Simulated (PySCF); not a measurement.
C₆H₇FS.
Atom-mapped SMILES: `[CH:1]#[C:2][CH2:3][C@@H:4]([F:5])[S:6][CH:7]=[CH2:8]` (hydrogens: H9 on C1; H10, H11 on C3; H12 on C4; H13 on C7; H14, H15 on C8)

Geometry (GFN2-xTB, Å), atoms numbered from 1 in this order:
```
atom  x, y, z in Å
C1     3.837    0.315    0.293
C2     2.817   -0.173   -0.097
C3     1.551   -0.714   -0.549
C4     0.400    0.189   -0.121
F5     0.443    1.375   -0.804
S6    -1.199   -0.650   -0.455
C7    -2.292    0.540    0.243
C8    -3.598    0.362    0.338
H9     4.746    0.721    0.621
H10    1.550   -0.795   -1.639
H11    1.394   -1.708   -0.123
H12    0.446    0.440    0.946
H13   -1.797    1.444    0.562
H14   -4.074   -0.541   -0.001
H15   -4.228    1.124    0.761
```

Computed, not measured: TDDFT B3LYP/def2-SVPD, vertical, gas phase, core orbitals frozen in the response in PySCF 2.14.0, density-fitted response routines.

```json
{"state": "S1", "E (eV)": "5.08", "ν̃ (cm⁻¹)": "40990", "f": "0.0040", "|μ| (D)": "0.46", "main configurations (H = HOMO, L = LUMO)": "H→L+1 (90%)"}
{"state": "S2", "E (eV)": "5.62", "ν̃ (cm⁻¹)": "45320", "f": "0.279", "|μ| (D)": "3.62", "main configurations (H = HOMO, L = LUMO)": "H→L (90%)"}
{"state": "S3", "E (eV)": "6.01", "ν̃ (cm⁻¹)": "48480", "f": "0.0060", "|μ| (D)": "0.51", "main configurations (H = HOMO, L = LUMO)": "H→L+2 (92%)"}
{"state": "S4", "E (eV)": "6.34", "ν̃ (cm⁻¹)": "51130", "f": "0.0031", "|μ| (D)": "0.36", "main configurations (H = HOMO, L = LUMO)": "H→L+3 (43%), H→L+4 (22%), H→L+5 (19%)"}
{"state": "S5", "E (eV)": "6.37", "ν̃ (cm⁻¹)": "51360", "f": "0.0056", "|μ| (D)": "0.48", "main configurations (H = HOMO, L = LUMO)": "H→L+5 (79%), H→L+3 (10%)"}
{"state": "S6", "E (eV)": "6.51", "ν̃ (cm⁻¹)": "52480", "f": "0.0001", "|μ| (D)": "0.08", "main configurations (H = HOMO, L = LUMO)": "H→L+4 (49%), H→L+3 (36%)"}
{"state": "S7", "E (eV)": "6.55", "ν̃ (cm⁻¹)": "52820", "f": "0.0009", "|μ| (D)": "0.19", "main configurations (H = HOMO, L = LUMO)": "H-1→L+1 (45%), H→L+4 (14%), H-1→L+4 (14%)"}
{"state": "S8", "E (eV)": "6.76", "ν̃ (cm⁻¹)": "54480", "f": "0.028", "|μ| (D)": "1.05", "main configurations (H = HOMO, L = LUMO)": "H-2→L+1 (42%), H-1→L (12%), H-1→L+4 (12%)"}
```

Triplets, Tamm–Dancoff:

```
state  E (eV)  λ (nm)     main configurations (H = HOMO, L = LUMO)
   T1    3.91   317.1                                    H→L (89%)
   T2    4.74   261.3                                  H→L+1 (88%)
   T3    5.49   225.8  H-1→L+3 (29%), H-2→L+4 (26%), H-2→L+1 (19%)
```

The lowest singlet comes at 244 nm (490 kJ/mol) in the ultraviolet; it is very weak; its leading configuration is HOMO→LUMO+1 (90%). The strongest level in the table is S2 at 5.62 eV (221 nm, f = 0.279). Löwdin shares by element: HOMO sulfur 47%, carbon 44% or more; LUMO carbon 65% or more, sulfur 12%, hydrogen 6% or more (atoms not listed hold the other 17%). Of the 8 states listed, 2 reach f = 0.01 and 1 stays under 0.0005. Orbital energies (eV): HOMO-3 -9.00, HOMO-2 -7.96, HOMO-1 -7.94, HOMO -6.43, LUMO -0.40, LUMO+1 -0.22, LUMO+2 0.44. The oscillator strengths of these states sum to 0.327; summed over the whole spectrum of an exact calculation they would give the number of electrons, 68 (Thomas–Reiche–Kuhn). The window holds the lowest 8 singlets.

One conformer stands for the species.
